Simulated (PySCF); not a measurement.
C4H5ClO2Si.
SMILES with atom numbers: `[O:1]=[C:2]=[C:3]([Cl:4])[CH2:5][C:6](=[O:7])[SiH3:8]` (hydrogens: H9, H10 on C5; H11, H12, H13 on Si8)

Geometry (GFN2-xTB, Å), atoms numbered from 1 in this order:
```
atom  x, y, z in Å
O1    -1.7780    2.3200    1.1784
C2    -1.5932    1.2140    0.8760
C3    -1.4252   -0.0353    0.5512
Cl4   -1.8108   -1.1978    1.8129
C5    -0.8691   -0.5293   -0.7507
C6     0.4585    0.1759   -1.0174
O7     0.5878    0.9154   -1.9625
Si8    1.9211   -0.1590    0.1902
H9    -1.5634   -0.3389   -1.5747
H10   -0.6908   -1.6012   -0.6692
H11    2.7850    1.0128    0.1622
H12    2.5922   -1.3489   -0.3347
H13    1.3815   -0.4273    1.5205
```

Method: TDDFT CAM-B3LYP/def2-SVPD, vertical, gas phase, core orbitals frozen in the response in PySCF. GFN2-xTB frequencies show an imaginary mode (34i cm⁻¹), so this geometry is no minimum at that level.

Transition dipole moments from the ground state, in atomic units and in the frame of the coordinates above (overall signs are arbitrary), for the states with f of 0.002 or more among the lowest 8:

```csv
state,E (eV),μx,μy,μz
S4,5.283,0.466,-0.039,-0.321
S5,6.166,-0.059,-0.094,0.085
S6,6.305,-0.234,0.006,0.071
S7,6.505,-0.082,0.069,-0.047
S8,6.735,0.270,-0.506,-0.132
```

Task: Work out the oscillator strengths.

Result: f = (2/3) ΔE |μ|² with ΔE in hartree (27.2114 eV).

```tsv
state	|μ|² (au)	|μ| (D)	f
S4	0.322	1.44	0.042
S5	0.019	0.35	0.003
S6	0.060	0.62	0.009
S7	0.014	0.30	0.002
S8	0.347	1.50	0.057
```

Task: What angle do the transition dipoles of S4 and S8 make?

Result: |cos θ| = |μa·μb| / (|μa| |μb|) = 0.56, so θ ≈ 56° (taken between 0 and 90°, since the signs are arbitrary).

Task: How is the summed strength of these states shared among x, y and z?

Result: (2/3) Σ ΔE μα² gives 0.050 for x, 0.045 for y and 0.018 for z, 0.113 in all.

Task: What peak molar absorption coefficient would the strongest computed level give as a lone Gaussian band 0.3 eV wide at half height?

Result: ε(max) = 2.175×10⁸ f / FWHM, with the width in cm⁻¹. S8: 2.175×10⁸ × 0.0573 / 2420 ≈ 5100 L mol⁻¹ cm⁻¹.

One conformer stands for the species.
